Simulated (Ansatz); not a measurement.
Consider the ligand exchange at the Sc–Cl bond: `[OH][Sc]([Cl])[O][SiH3]` + H–F → `[OH][Sc]([F])[O][SiH3]` + HCl.

Isolated molecules relaxed with PBE0-D4/def2-TZVP in Ansatz; ΔE leaves out vibrations. CCSD(T)/CBS adds triple-zeta CCSD(T) − MP2 to the extrapolated MP2 energy (def2 sets, frozen cores). This one scheme is used for every species. Functionals use def2-TZVPP. For Sc outer-core shells are correlated without core-valence functions, which leaves a few kJ/mol of doubt a bond. Scalar relativity is left out up to krypton. Each species was taken in one conformer, which may not be the lowest.

CCSD(T)/CBS gives +0.5 kcal/mol.

Problem. Another level gave -2.5 kcal/mol. Which?
A. HF/def2-TZVPP
B. PBE0-D4/def2-TZVPP
C. LDA (SPW92)/def2-TZVPP
D. BLYP/def2-TZVPP

Solution. C. LDA (SPW92) -2.5, PBE0-D4 -0.4, BLYP -4.3, HF/def2-TZVPP 0.8 kcal/mol.

Largest T1 diagnostic among the species: 0.016.

Leaving LDA and LC-ωPBE aside and taking each functional with its dispersion term where it has one, the values, not all of them listed here, spread over 3.5 kcal/mol, from BLYP-D4 to PBE-QIDH. From BLYP to BHLYP (50 % exact exchange), in def2-TZVPP and without D4, ΔE moves by +3.1 kcal/mol. At CCSD(T), def2-SVP lies −4.0 kcal/mol from the extrapolated value and def2-TZVPP −1.0 kcal/mol.

CCSD(T)/CBS has its own doubt, a few kJ/mol and more with outer-core shells, so smaller differences from it don't rank the levels.
